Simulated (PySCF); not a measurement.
# What a mistake does to a calculation on Al2H2NO

Calculated results; nothing here was measured. The program is PySCF 2.14.0, an open-source quantum chemistry code, run on an isolated molecule that a program drew, which may never have been made. The molecule is Al2H2NO (charge 0, doublet), drawn as the SMILES string `[OH][Al]=[N][AlH]`.

Each row is a Hartree-Fock (HF) and frozen-core CCSD(T) single point in the cc-pV(D+d)Z basis, meant for a local HF minimum. Run 1 is clean. Each other run has one planted mistake out of seven kinds, and not every kind appears here: one electron removed, one electron added, multiplicity raised by two, geometry at a saddle point, minimal basis STO-3G, one bond length entered in bohr, all coordinates scaled. The reference is restricted for singlets and unrestricted otherwise, and also for a bond in bohr. Adding or removing an electron swaps singlet and doublet. Electrons count all cores. HOMO and LUMO are orbital energies over both spins, the gradient is its largest component, and the lowest frequency (negative if imaginary) is given only where the gradient is small. Bond lengths are over the 5 bonds as drawn. T1 is the CCSD diagnostic: over 0.02 (restricted) or 0.045 (unrestricted) a single reference is doubtful.

Geometry of the clean run:
```xyz
6
Al2H2NO, angstrom
O    -0.1099    0.8760    1.2089
Al   -1.1766    0.2874    0.0080
N    -2.6458   -0.5587    0.4243
Al   -3.9609   -1.3191    1.0201
H     0.6885    1.3356    1.0059
H    -5.2358   -2.0548    1.5215
```

```
run  electrons  basis functions  <S^2>  HOMO (eV)  LUMO (eV)  gradient (hartree/bohr)  lowest frequency (cm^-1)  mean bond (Å)  longest bond (Å)      T1  HF (hartree)  CCSD(T) (hartree)                     mistake
  1         43               84  0.754      -7.16       1.52                  5.6e-06                        43         1.5173             1.746  0.0251    -614.34271         -614.83679                    no fault
  2         43               84  3.762      -5.15       0.01                  1.1e-01                         -         1.5173             1.746  0.0229    -614.25257         -614.69662  multiplicity raised by two
  3         44               84  0.000       0.31       5.62                  5.2e-02                         -         1.5173             1.746  0.0391    -614.29652         -614.84150          one electron added
  4         43               84  0.753      -6.96       1.67                  3.5e-02                         -         1.4672             1.688  0.0234    -614.33421         -614.82125                           ?
  5         42               84  0.000     -14.80      -5.59                  7.1e-02                         -         1.5173             1.746  0.0235    -614.10808         -614.59739                           ?
```

**Which mistake was planted in run 4, and what did it cost?**

The mean and the longest bond both change by the same factor, 0.967, and the gradient is no longer small. So the mistake is: all coordinates scaled. Subtracting run 1 and multiplying by 627.51 kcal/mol a hartree, the energy moved by 5.3 kcal/mol in HF and 9.8 kcal/mol in CCSD(T).

**Which mistake was planted in run 5, and what did it cost?**

It counts 42 electrons, one fewer than the clean run, at the same geometry and basis. So the mistake is: one electron removed. Subtracting run 1 and multiplying by 627.51 kcal/mol a hartree, the energy moved by 147.2 kcal/mol in HF and 150.2 kcal/mol in CCSD(T).

Cautions from the logs. Run 3: T1 is over the limit, so its CCSD(T) energy is less reliable and the HOMO is above zero, so the electron isn't bound and the energy depends on the basis; run 5: T1 is over the limit, so its CCSD(T) energy is less reliable.
